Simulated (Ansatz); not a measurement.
Computed with Ansatz on PBE0-D4/def2-TZVP structures; ΔE is electronic, products minus reactants. CCSD(T)/CBS is the MP2 limit (def2-TZVPP, def2-QZVPP) plus CCSD(T) − MP2 in def2-TZVPP, frozen cores. DFT in def2-TZVPP. B3LYP here is the variant with VWN-RPA as its local correlation; programs differ in this. For Br outer-core shells are correlated without core-valence functions, which leaves a few kJ/mol of doubt a bond. Scalar relativity is left out up to krypton. One conformer a species, not always the lowest.

Consider the redistribution: `[CH3][AlH][SiH2]S` + `C=C([SiH3])Br` → `[SiH3][SiH2]S` + `C=[C](Br)[AlH][CH3]`.

```
          level  ΔE (kJ/mol)  difference from CCSD(T)/CBS
         PBE-D4        -12.2                          0.4
      r2SCAN-D4        -15.2                         -2.6
        ωB97X-V        -13.3                         -0.7
        ωB97M-V        -14.6                         -2.0
         B2PLYP        -13.3                         -0.7
            PBE        -11.5                          1.1
         r2SCAN        -14.9                         -2.3
           PBE0        -11.3                          1.3
          B3LYP        -13.0                         -0.4
  HF/def2-TZVPP        -11.1                          1.5
 MP2/def2-TZVPP        -13.0                         -0.4
CCSD/def2-TZVPP        -11.8                          0.8
  HF/def2-QZVPP        -11.2                          1.4
 MP2/def2-QZVPP        -13.1                         -0.5
   HF/CBS(def2)        -11.2                          1.4
 CCSD/CBS(def2)        -12.1                          0.5
    CCSD(T)/CBS        -12.6                            0
```

Largest T1 diagnostic among the species: 0.012.
